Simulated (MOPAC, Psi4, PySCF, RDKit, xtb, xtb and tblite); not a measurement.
Two geometries of SMILES Cl[Si]([SiH2][SiH2]N)(Cl)Cl (H₆Cl₃NSi₃), relaxed at GFN2-xTB with one dihedral held; other torsions can differ between them too.

Structure A

```
13

N      1.9413     0.3532    -0.0420
Si     0.7570    -0.1948    -1.1567
Si     1.8805    -0.6225    -3.1428
Si     4.1280    -0.0120    -3.1541
Cl     5.2555    -0.6748    -4.7102
Cl     4.3858     2.0062    -3.0857
Cl     5.0603    -0.7343    -1.4735
H      2.8996     0.0490    -0.0882
H      1.6918     0.5983     0.9009
H     -0.2367     0.8824    -1.2296
H      0.0179    -1.3921    -0.7082
H      1.8431    -2.0470    -3.5139
H      1.2630     0.0503    -4.2960
```

Structure B

```
13

N      1.8893     0.5727    -0.0451
Si     0.6898    -0.0611    -1.1072
Si     1.3597     0.5860    -3.2347
Si     3.4833     1.5413    -3.3082
Cl     4.3457     1.7051    -5.1431
Cl     3.5417     3.4016    -2.4874
Cl     4.7921     0.4140    -2.2020
H      2.8484     0.2811    -0.1546
H      1.6799     0.6502     0.9374
H     -0.5505     0.5722    -0.6506
H      0.4655    -1.5168    -1.0120
H      1.3783    -0.5413    -4.1825
H      0.4424     1.5486    -3.8640
```

**Question.** Which is lower in energy at the level DF-MP2 (frozen core)/cc-pVTZ // GFN2-xTB (Psi4 1.11), and by how much?

**Answer.** B is lower, by 1.63 kJ/mol (dihedral H8–N1–Si2–Si3: -30° in A, -60° in B).

E(B) − E(A) in kJ/mol at the other levels, on the same two geometries: GFN2-xTB (xtb and tblite) -0.42; MMFF94 // GFN2-xTB (RDKit) -8.13; B3LYP/def2-SVP // GFN2-xTB (Psi4) -1.40; B3LYP-D3(BJ)/def2-SVP // GFN2-xTB (Psi4) -1.46; PBE/def2-SVP // GFN2-xTB (Psi4) -1.63; PBE-D3(BJ)/def2-SVP // GFN2-xTB (Psi4) -1.67; HF/cc-pVTZ // GFN2-xTB (Psi4) -1.59; UFF // GFN2-xTB (RDKit) -11.25; AM1, restricted, heats of formation // GFN2-xTB (MOPAC) 0.65; PM6, restricted, heats of formation // GFN2-xTB (MOPAC) 4.52; GFN1-xTB // GFN2-xTB (xtb) 4.77; restricted B3LYP/6-31G*, spherical d, density fitting // GFN2-xTB (PySCF) -2.04; restricted Hartree-Fock/LANL2DZ, with its core potentials past Ne // GFN2-xTB (PySCF) 1.38; restricted Hartree-Fock/STO-3G // GFN2-xTB (PySCF) -5.43; restricted B3LYP/LANL2DZ, with its core potentials past Ne // GFN2-xTB (PySCF) 2.02.

MMFF94 has few fitted parameters for silicon.
